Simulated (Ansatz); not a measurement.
Relaxation of CH2FGeN (6 atoms, charge 0, multiplicity 1), to a largest force component of 0.02 eV/Å in at most 50 steps.

Computed with Ansatz 0.2.0, RKS r2SCANh/def2-SVP.

```xyz
6
Properties=species:S:1:pos:R:3
N 0.316 -2.300 1.056
C 0.148 -1.211 0.565
Ge -0.070 0.508 -0.230
F -1.344 0.516 -1.304
H 1.248 0.847 -1.030
H -0.256 1.577 0.897
```

Q: Where does it end, and by what steps?

A: The forces met the threshold. After 4 steps the energy has fallen by 0.279 eV; Ge3 moved furthest, 0.10 Å.

| step | energy less start (eV) | largest force component (eV/Å) | accepted |
| --- | --- | --- | --- |
| 0 | 0.0000 | 4.790 | yes |
| 1 | -0.2563 | 0.774 | yes |
| 2 | -0.2781 | 0.188 | yes |
| 3 | -0.2788 | 0.021 | yes |
| 4 | -0.2789 | 0.004 | yes |

```xyz
6
Properties=species:S:1:pos:R:3
N 0.273 -2.258 1.030
C 0.162 -1.206 0.556
Ge 0.014 0.549 -0.208
F -1.352 0.476 -1.267
H 1.248 0.828 -1.053
H -0.302 1.547 0.896
```

Time of the run: 15 s on 2 threads of Arm Neoverse V2, with other jobs on the host, peak memory 0.19 GiB.
